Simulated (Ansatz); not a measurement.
A single point on CH₈FNOSi₂, SMILES `CN([SiH2]O)[SiH2]F`.

```yaml
crystal:
  periodic: [false, false, false]
  atoms:
    - {symbol: C, position_ang: [1.295061, -0.511417, -1.064785]}
    - {symbol: N, position_ang: [0.120712, -0.067047, -0.315398]}
    - {symbol: Si, position_ang: [-0.601393, -1.183619, 0.794649]}
    - {symbol: O, position_ang: [-1.480928, -0.338534, 1.893083]}
    - {symbol: Si, position_ang: [-0.425508, 1.549137, -0.400052]}
    - {symbol: F, position_ang: [-0.007314, 2.376046, 0.914879]}
    - {symbol: H, position_ang: [1.040256, -1.293973, -1.786498]}
    - {symbol: H, position_ang: [1.729662, 0.318532, -1.625798]}
    - {symbol: H, position_ang: [2.069011, -0.905887, -0.398406]}
    - {symbol: H, position_ang: [0.509246, -1.969455, 1.401675]}
    - {symbol: H, position_ang: [-1.571086, -2.101212, 0.151766]}
    - {symbol: H, position_ang: [-1.018731, 0.295782, 2.445284]}
    - {symbol: H, position_ang: [-1.899595, 1.631311, -0.458166]}
    - {symbol: H, position_ang: [0.240618, 2.200345, -1.552242]}
basis:
  gaussian: {orbitals: def2-QZVPP}
correlation: {method: mp2}
```

```sh
$ ansatz run in.yaml --threads 2 --pin off --events-out ev --progress --plain --max-ram 22528MiB --backend cuda --devices 0, --max-vram 18GiB
```

Output, abridged:

```
Functional definition: HF
3624 factors; integrals over basis functions are off by at most 8.5e-4 eV
mean field evaluation 1: about -23109.5718 eV, gradient 5.4e1 eV
mean field evaluation 2: about -23109.7457 eV, gradient 5.4e1 eV
mean field evaluation 4: about -23115.6743 eV, gradient 4.4e0 eV
mean field evaluation 8: about -23115.7470 eV, gradient 2.4e-1 eV
mean field -23115.74713285 eV, -849.4880387159 hartree, gradient 1.9e-6 eV, S^2 0.000000; 0 other end points of the search recorded, 0 dependent functions left out
14 core orbitals not correlated: weight in the atoms' cores, before any rotation towards them, 1.000 or more for the frozen orbitals, at most 0.000 for the correlated occupied ones
reference -23115.74713285 eV, -849.4880387159 hartree; 19, 19 occupied and 575, 575 virtual orbitals, 3624 factors
second order -32.93573124 eV of doubles, -0.00000000 eV of singles
Total energy: -23148.68286409 eV, -850.6984045144 hartree
```

Run time 4.4 s (2 threads of an AMD EPYC 7R13 on a shared host and a share of an NVIDIA H100 80 GB); peak host memory 1.2 GiB.
